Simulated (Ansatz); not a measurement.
Ni₃H₄, relaxed as a singlet with RKS r2SCAN-D4/def2-SVP in Ansatz, starting from the GFN2-xTB geometry. Force threshold 0.02 eV/Å.

The restricted singlet is unstable towards broken spin symmetry at other levels; at r2SCAN-D4/def2-SVP this wasn't settled. The structure comes from a short search, and lower isomers may exist.

Start:

Cartesian coordinates in Å:
```
Ni -0.8508 0.6254 -0.9136
Ni 0.0401 -1.0337 1.0779
Ni 1.6753 0.2096 0.3267
H 0.9479 1.1718 -0.8862
H -1.2861 -0.4049 0.0147
H 1.7137 -1.0625 1.6247
H -2.2401 0.4944 -1.2442
```

Q: Estimate the energy that the relaxation releases and the steps that it takes.

A: 184.3 kJ/mol, in 31 steps; 2.4 min on 2 threads of Arm Neoverse V2 on a shared host. No frequencies were taken in this run, so the end may be a saddle point.

Q: Does the start keep its bonding and symmetry?

A: Bonds formed: Ni2–H7, Ni3–H5 (atoms count from 1). Point group Cs at the start, Cs at the end, both within 0.05 Å.

Q: Predict the relaxed structure.

A: 
```xyz
7

Ni   -0.551    0.680   -0.888
Ni   -0.645   -1.117    0.544
Ni    1.122    0.349    0.416
H     0.873    1.569   -0.721
H    -0.509    0.452    0.761
H     0.962   -1.184    0.809
H    -1.252   -0.749   -0.922
```
Bond lengths (bridged metal pairs left out): 9 × H–Ni 1.59 to 1.69 Å.
